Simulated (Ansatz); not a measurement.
Gas-phase electronic energies from Ansatz, PBE0-D4/def2-TZVP geometries. CCSD(T)/CBS adds triple-zeta CCSD(T) − MP2 to the extrapolated MP2 energy (def2 sets, frozen cores). This one scheme is used for every species. DFT in def2-TZVPP. Each species was taken in one conformer, which may not be the lowest.

Consider the formal exchange of groups at the Si–O bond: `O[Si](F)(F)F` + `CS[Si](F)(F)F` → `F[Si](F)(F)S[Si](F)(F)F` + CH₃OH.

```
             level  ΔE (eV)
       LDA (SPW92)     1.06
        r2SCAN0-D4     1.13
           ωB97M-V     1.10
SCS-MP2/def2-QZVPP     1.19
```

(1) What does CCSD(T)/CBS give? (Best estimate.)

Largest T1 diagnostic among the species: 0.012.

Answers

(1) Computed: +1.16 eV. The listed levels differ from it by -0.10, -0.03, -0.06, 0.03 eV.

From BLYP to BHLYP (50 % exact exchange), in def2-TZVPP and without D4, ΔE moves by +0.10 eV. Leaving LDA and LC-ωPBE aside and taking each functional with its dispersion term where it has one, the values, not all of them listed here, spread over 0.23 eV, from revPBE-D4 to B2PLYP. LDA lies +0.04 eV from PBE without D4.
